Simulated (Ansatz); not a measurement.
A run on `[SiH3][SiH2]SCS` with other settings.

```yaml
crystal:
  periodic: [false, false, false]
  atoms:
    - {symbol: Si, position_ang: [-2.025721, -0.552043, -0.119382]}
    - {symbol: Si, position_ang: [0.135718, -1.444072, 0.082791]}
    - {symbol: S, position_ang: [1.670846, -0.369466, -0.962175]}
    - {symbol: C, position_ang: [1.849533, 1.069761, 0.122491]}
    - {symbol: S, position_ang: [0.343084, 1.993399, 0.488704]}
    - {symbol: H, position_ang: [-2.099740, 0.353580, -1.295740]}
    - {symbol: H, position_ang: [-2.993541, -1.666900, -0.335985]}
    - {symbol: H, position_ang: [-2.430580, 0.181302, 1.106769]}
    - {symbol: H, position_ang: [0.194566, -2.789510, -0.549314]}
    - {symbol: H, position_ang: [0.526174, -1.562429, 1.516642]}
    - {symbol: H, position_ang: [2.237554, 0.760651, 1.094193]}
    - {symbol: H, position_ang: [2.588060, 1.717696, -0.348436]}
    - {symbol: H, position_ang: [0.024446, 2.273332, -0.785560]}
basis:
  gaussian: {orbitals: pcseg-2}
hamiltonian: {xc: {name: BLYP}, dispersion: d4}
output: {forces: true}
```

```sh
$ ansatz run in.yaml --threads 4 --pin off --events-out ev --progress --plain --max-ram 10444MiB
```

Shortened log:

```
Functional definition: BLYP
1592 factors; their error is unknown
mean field evaluation 1: about -38587.2704 eV, gradient 5.6e1 eV
mean field evaluation 2: about -38573.0213 eV, gradient 8.7e1 eV
mean field evaluation 4: about -38595.0655 eV, gradient 4.3e0 eV
mean field evaluation 8: about -38595.1169 eV, gradient 1.5e-1 eV
mean field evaluation 16: about -38595.0436 eV, gradient 5.2e-4 eV
mean field -38595.04359990 eV, -1418.3416916363 hartree, gradient 2.5e-5 eV, S^2 0.000000; 0 other end points of the search recorded, 0 dependent functions left out
reference -38595.04406786 eV, -1418.3417088335 hartree; 37, 37 occupied and 241, 241 virtual orbitals, 1592 factors
Total energy: -38595.94817152 eV, -1418.3749340302 hartree
Atom 0 at    -2.025721    -0.552043    -0.119382 Å, force    -0.122012     0.014159     0.005562 eV/Å
Atom 1 at     0.135718    -1.444072     0.082791 Å, force    -0.152801    -0.254346     0.148537 eV/Å
Atom 2 at     1.670846    -0.369466    -0.962175 Å, force     0.270065    -0.352870    -0.592868 eV/Å
Atom 3 at     1.849533     1.069761     0.122491 Å, force     0.443856     0.126076     0.149257 eV/Å
Atom 4 at     0.343084     1.993399     0.488704 Å, force    -0.478389     0.387071     0.437612 eV/Å
Atom 5 at    -2.099740     0.353580    -1.295740 Å, force    -0.008482     0.022327    -0.024968 eV/Å
Atom 6 at    -2.993541    -1.666900    -0.335985 Å, force    -0.042491    -0.036752    -0.011843 eV/Å
Atom 7 at    -2.430580     0.181302     1.106769 Å, force    -0.018281     0.022891     0.024023 eV/Å
Atom 8 at     0.194566    -2.789510    -0.549314 Å, force     0.000566    -0.047468    -0.014759 eV/Å
Atom 9 at     0.526174    -1.562429     1.516642 Å, force     0.005882    -0.012334     0.054249 eV/Å
Atom 10 at     2.237554     0.760651     1.094193 Å, force     0.057751    -0.010152     0.126710 eV/Å
Atom 11 at     2.588060     1.717696    -0.348436 Å, force     0.113437     0.062086    -0.047421 eV/Å
Atom 12 at     0.024446     2.273332    -0.785560 Å, force    -0.069102     0.079312    -0.254089 eV/Å
Dipole moment:     0.109943     0.129330     0.050117 e Å
```

It took 2.5 s on 4 threads of an INTEL XEON PLATINUM 8581C on a shared host, with 0.7 GiB of host memory at the peak.
